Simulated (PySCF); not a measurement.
# Peak assignment

Geometry:
| atom | x (Å) | y (Å) | z (Å) |
| --- | --- | --- | --- |
| C1 | -1.709 | 1.506 | 0.216 |
| C2 | -0.675 | 0.381 | 0.212 |
| C3 | -1.366 | -0.960 | 0.445 |
| C4 | 0.102 | 0.402 | -1.110 |
| C5 | 1.302 | -0.548 | -1.127 |
| C6 | 2.279 | -0.217 | -0.040 |
| N7 | 2.797 | -0.982 | 0.807 |
| H8 | -2.247 | 1.526 | 1.161 |
| H9 | -1.229 | 2.472 | 0.077 |
| H10 | -2.430 | 1.361 | -0.586 |
| H11 | 0.033 | 0.555 | 1.031 |
| H12 | -0.643 | -1.766 | 0.539 |
| H13 | -2.038 | -1.191 | -0.379 |
| H14 | -1.949 | -0.927 | 1.363 |
| H15 | -0.573 | 0.142 | -1.929 |
| H16 | 0.462 | 1.418 | -1.288 |
| H17 | 1.820 | -0.441 | -2.086 |
| H18 | 0.977 | -1.587 | -1.038 |
| H19 | 2.580 | 0.827 | 0.012 |
| H20 | 2.502 | -1.957 | 0.741 |

[PySCF 2.14.0 with density-fitted response routines: geometry from GFN2-xTB; GIAO PBE0/pcSseg-1 shieldings; no solvent model; one computed conformer; averaged over atoms made equivalent by symmetry, fast rotation or ring inversion; relativity neglected]

Shifts are taken against calculated references (same method and geometry level): ¹³C (σ = 186.93 ppm) and ¹H (σ = 31.72 ppm) against TMS.

Problem. Assign these signals to the numbered atoms. ¹³C{¹H} NMR (computed): δ 178.7, 43.5, 37.7, 29.6, 23.9.

Solution. 
| δ (ppm) | atoms | environment | reason |
| --- | --- | --- | --- |
| 178.7 | C6 | carbon bonded to C, N, H | – |
| 43.5 | C5 | carbon bonded to 2 C, 2 H | – |
| 37.7 | C4 | carbon bonded to 2 C, 2 H | – |
| 29.6 | C2 | carbon bonded to 3 C, H | – |
| 23.9 | C1/C3 | carbon bonded to C, 3 H | – |

Problem. Assign these signals to the numbered atoms. ¹H NMR (400 MHz, computed): δ 10.81 (br s, 1H), 7.69 (t, 1H), 2.17 (m, 2H), 1.43 (m, 1H), 1.37 (m, 2H), 0.91 (d, 6H).

Solution. 
10.81 → H20, hydrogen on a nitrogen bonded to C
7.69 → H19, hydrogen on a carbon bonded to C, N
2.17 → H17/H18, hydrogen on a carbon bonded to 2 C
1.43 → H11, hydrogen on a carbon bonded to 3 C
1.37 → H15/H16, hydrogen on a carbon bonded to 2 C
0.91 → H8/H9/H10/H12/H13/H14, hydrogen on a carbon bonded to C

H11 and H15/H16 lie closer than the usual error of such a calculation, so a measured spectrum could show them in the other order.

Exchangeable OH/NH protons stand at their gas-phase positions; hydrogen bonding in a real sample shifts them, mostly to higher δ. Shifts are as computed. Against solution values, carbons near 30 ppm lie about +3 ppm off and those near 130 ppm about +5 ppm. Of 1211 compounds with measured shifts, 218 miss one by over three times the rms of a fit or turn the order of signals round; such compounds aren't used in these exercises. Multiplicities follow the n + 1 count of equivalent neighbours, as no J values were calculated; m marks all less simple cases, F and P coupling included.
